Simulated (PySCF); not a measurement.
C₃H₃N, SMILES C=CC#N.

Geometry optimised at B3LYP-D3(BJ)/def2-SVP.

Computed with PySCF with r2SCAN/def2-TZVPD.

Isolated molecule, no solvent.

Q: Estimate the frontier levels, gap, dipole moment and polarisability. (The exact figures need the calculation; the answer reports its results.)

A: 
```
Quantity                                                                                                       Result
---------------------------------------------------------------------------------------------  ----------------------
highest occupied level                                                                                       -7.53 eV
lowest empty level                                                                                           -2.61 eV
orbital gap                                                                                                   4.92 eV
dipole moment                                                                                                  4.03 D
quadrupole, principal values (traceless, Buckingham form, about the centre of nuclear charge)  -4.51, -0.73, 5.24 D·Å
mean static polarisability                                                                       43.4 bohr³ (6.42 Å³)
polarisability, principal values                                                               28.7, 36.6, 64.7 bohr³
```
